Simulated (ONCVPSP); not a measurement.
Potentials for P (Z = 15) compared

Generated with ld1.x 7.5 (TM, RRKJ, ultrasoft, PAW), atompaw 4.2 or ONCVPSP 4.0.1. The cutoff is in Ry: for ld1.x and atompaw files where the sum of valence levels is converged to 10 mRy in a Bessel basis, for ONCV files where the hardest occupied wave has 1 mHa per electron of residual kinetic energy. The error is the largest all-electron minus pseudo excitation energy over each file’s own four to seven test configurations (ionisations up to +4, promotions, holes and added fractions of an electron), all of which were solved. The labels leave out finer settings (local radius, basis sizes, second energies), which also bear on the numbers. Spin-polarised tests are not counted. The rows are a selection from randomly drawn settings: files with unsolved tests, undetermined cutoffs or missed reference levels are left out.

A true bound ghost makes a file unfit for plane-wave use even where its test errors are small: the radial tests pick states by their node count and pass the ghost by.

```tsv
potential	cutoff (Ry)	largest error (meV)	bound ghosts
ONCV, PBEsol, scalar-relativistic, rc 1.40/1.25/1.30 (spd), local smoothed, core correction yes, reference 3s2 3p3, qcut 5.7/7.7/8.7, projectors 2/2/2	52	+5.9	s, p
ONCV, Wu-Cohen, scalar-relativistic, rc 1.45/1.15 (sp), local smoothed, core correction no, reference 3s2, qcut 5.7/6.8, projectors 2/2	23	+150	s
ONCV, PBEsol, scalar-relativistic, rc 0.95/0.70/0.95 (spd), local smoothed, core correction yes, reference 2s2 2p6 3s2 3p1.5, qcut 15.2/15.6/9.9, projectors 2/2/2	235	-471	none
ONCV, LDA (Perdew-Wang 92), fully relativistic, rc 0.80/0.95/0.90 (spd), local smoothed, core correction no, reference 2s2 2p6 3s1.5 3p3.5, qcut 13.4/17.2/12.5, projectors 2/2/2	211	+727	none
ONCV, revPBE, scalar-relativistic, rc 0.95/0.90 (sp), local smoothed, core correction no, reference 2s2 2p6 3s2 3p3, qcut 11.5/12.6, projectors 2/2	486	-588	none
ONCV, LDA (Perdew-Wang 92), scalar-relativistic, rc 0.70/0.75/0.70 (spd), local d, core correction yes, reference 2s2 2p6 3s1.75 3p3.25, qcut 21.6/16.9/14.2, projectors 2/2/0	303	+3.1	none
```

Fill in the row for P: ONCV, PBEsol, scalar-relativistic, rc 0.80/0.90/0.85 (spd), local smoothed, core correction yes, reference 2s2 2p6 3s2 3p2, qcut 16/18.4/12.4, projectors 2/2/2.

cutoff 235 Ry, largest error +471 meV, bound ghosts: none.

Fill in the row for P: ONCV, PBE, scalar-relativistic, rc 0.75/0.90 (sp), local smoothed, core correction no, reference 2s2 2p6 3s2 3p2.5, qcut 19.6/17.8, projectors 2/3.

cutoff 226 Ry, largest error +1.4 meV, bound ghosts: none.
